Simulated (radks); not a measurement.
The numbers below are computed, except where a source is named.
Problem. All-electron atom: Mo+ in [Ar] 3d10 4s2 4p5.5 4d5 4f0.5 (fractional occupations, a model configuration). Level of theory: scalar-relativistic Kohn-Sham, r2SCAN, spin-unpolarised, spherical densities, finite nucleus; meta-GGA in the generalised Kohn-Sham scheme; Fermi nuclear charge, rms radius 4.4091 fm (a radial shooting solver on a logarithmic mesh with Libxc functionals). Some entries of the table are withheld. Estimate them.

| orbital | occ. | eigenvalue (hartree) | <r> (bohr) |
|---|---|---|---|
| 1s | 2 | -730.5382 | 0.03517 |
| 2s | 2 | -104.0197 | 0.1536 |
| 2p | 6 | -92.94765 | 0.1340 |
| 3s | 2 | -18.28348 | (1) |
| 3p | 6 | -14.61885 | 0.4299 |
| 3d | 10 | -8.67458 | 0.4152 |
| 4s | 2 | -2.86595 | 1.108 |
| 4p | 5.5 | (2) | 1.232 |
| 4d | 5 | -0.52739 | 1.766 |
| 4f | 0.5 | (3) | 10.74 |

Solution. 
(1) 3s <r> (bohr): 0.4278
(2) 4p eigenvalue (hartree): -1.88460
(3) 4f eigenvalue (hartree): -0.07066
